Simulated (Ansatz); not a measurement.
```xyz
2

Al   -0.0462    0.0166   -0.6765
F    -0.0018    0.0099    0.9416
```

Basis set: STO-3G (spherical functions). Correlated methods keep 6 orbitals frozen. Charge 0, multiplicity 1.

Computed with Ansatz (development build ahead of 0.2.0); each method stands on the lowest determinant of its kind that the runs found. Restricted open shells among the atoms or ions are ROHF, correlated in semicanonical orbitals with singles.

The atomization energy at this shape (free ground-state atoms in the same class of orbitals less the molecule, no zero-point energy) of singlet AlF:

```tsv
method	atomization energy
RHF-MP2	6.18 eV
```

(1) What does RHF give?

Results:

(1) 5.38 eV.

This basis has no polarisation functions and is too small for such energies, which can lie far from measured ones in either direction.
